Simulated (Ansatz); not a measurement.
Compare A (`BCC(C)F`) with its isomer B (`BC(C)(C)F`).

Computed with Ansatz on PBE0-D4/def2-TZVP structures; ΔE is electronic, products minus reactants. CCSD(T)/CBS is the MP2 limit (def2-TZVPP, def2-QZVPP) plus CCSD(T) − MP2 in def2-TZVPP, frozen cores. Functionals use def2-TZVPP. B3LYP here is the variant with VWN-RPA as its local correlation; programs differ in this. One conformer a species, not always the lowest.

A:

Z-matrix (Å, degrees):
```
C
C 1 1.509
B 1 1.550 2 117.4
H 1 1.097 2 110.7 3 130.8
H 1 1.106 2 108.9 3 -115.4
F 2 1.397 1 109.1 3 168.7
C 2 1.508 1 113.3 3 -70.8
H 2 1.096 1 109.8 3 52.9
H 3 1.196 1 119.9 2 167.6
H 3 1.199 1 121.4 2 -15.7
H 7 1.093 2 110.2 1 62.9
H 7 1.093 2 110.4 1 -57.0
H 7 1.091 2 110.6 1 -177.3
```

B:

Z-matrix (Å, degrees):
```
C
C 1 1.523
C 1 1.523 2 111.3
B 1 1.563 2 110.5 3 123.3
F 1 1.409 2 106.6 3 -115.9
H 2 1.091 1 110.9 3 -61.2
H 2 1.092 1 111.3 3 177.9
H 2 1.093 1 109.2 3 58.7
H 3 1.091 1 110.8 2 61.2
H 3 1.093 1 109.2 2 -58.6
H 3 1.092 1 111.3 2 -177.8
H 4 1.196 1 118.2 2 -62.1
H 4 1.193 1 121.4 2 117.8
```

**Question.** Which isomer does CCSD(T)/CBS put lower? Give the gap. (An estimate is asked.)

**Answer.** The calculation gave: A, by 3.2 kcal/mol.

**Question.** Give E(B) − E(A) in kcal/mol with MP2/def2-TZVPP, CCSD(T)/def2-SVP, CCSD(T)/def2-TZVPP, CCSD/def2-TZVPP, B3LYP-D4, B3LYP, r2SCAN-D4. (Best estimate.)

**Answer.** Ansatz gave: MP2/def2-TZVPP 3.3, CCSD(T)/def2-SVP 3.0, CCSD(T)/def2-TZVPP 3.2, CCSD/def2-TZVPP 3.4, B3LYP-D4 3.2, B3LYP 3.6, r2SCAN-D4 3.3. None reverses the order clearly.

**Question.** Does the order hold for the free energy at 298.15 K (harmonic terms from PBE0-D4)? (Estimate.)

**Answer.** Computed: Yes: G(B) − G(A) = +2.5 kcal/mol, for one conformer each. Modes under 60 cm⁻¹, often nearly free rotors, make the harmonic entropy too high.

Largest T1 diagnostic: 0.010.

Leaving LDA and LC-ωPBE aside and taking each functional with its dispersion term where it has one, the values, not all of them listed here, spread over 1.1 kcal/mol, from BLYP-D4 to B97M-V. In def2-TZVPP, CCSD(T) changes the Hartree–Fock value by −0.8 kcal/mol (the triples alone add −0.2 kcal/mol) and MP2 by −0.8 kcal/mol.
